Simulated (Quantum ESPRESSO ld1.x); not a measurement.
Problem. All-electron atom: Re3+ in [Xe] 4f14 5d4. Calculated with ld1.x of Quantum ESPRESSO 7.5: Dirac Kohn-Sham, PBE, spin-unpolarised, spherical densities, point nucleus; open shells fill j = l - 1/2 first. Some entries of the table are withheld. Estimate them.

orbital,occ.,eigenvalue (eV),<r^2> (bohr^2),r(max) (bohr)
1s1/2,2,-71592.694,0.0004477,0.011
2s1/2,2,-12428.042,0.006816,0.065
2p1/2,2,-11891.508,0.004859,0.048
2p3/2,4,-10451.647,0.006057,0.055
3s1/2,2,-2899.659,0.04446,0.182
3p1/2,2,-2660.540,0.04075,0.171
3p3/2,4,-2347.843,0.04730,0.185
3d3/2,4,-1946.975,0.03659,0.145
3d5/2,6,-1879.111,0.03839,0.148
4s1/2,2,-628.336,0.2192,0.412
4p1/2,2,-528.624,0.2256,0.412
4p3/2,4,-455.677,0.2604,0.443
4d3/2,4,-292.170,0.2822,(1)
4d5/2,6,-278.694,0.2952,(2)
5s1/2,2,-114.285,1.201,0.940
5p1/2,2,-84.069,1.446,(3)
5p3/2,4,-72.958,1.704,(4)
4f5/2,6,-72.929,0.4114,0.416
4f7/2,8,-70.415,0.4244,0.419
5d3/2,4,-33.386,3.189,1.36
5d5/2,0,-32.288,3.367,1.39

Solution. 
(1) 4d3/2 r(max) (bohr): 0.440
(2) 4d5/2 r(max) (bohr): 0.447
(3) 5p1/2 r(max) (bohr): 1.00
(4) 5p3/2 r(max) (bohr): 1.09
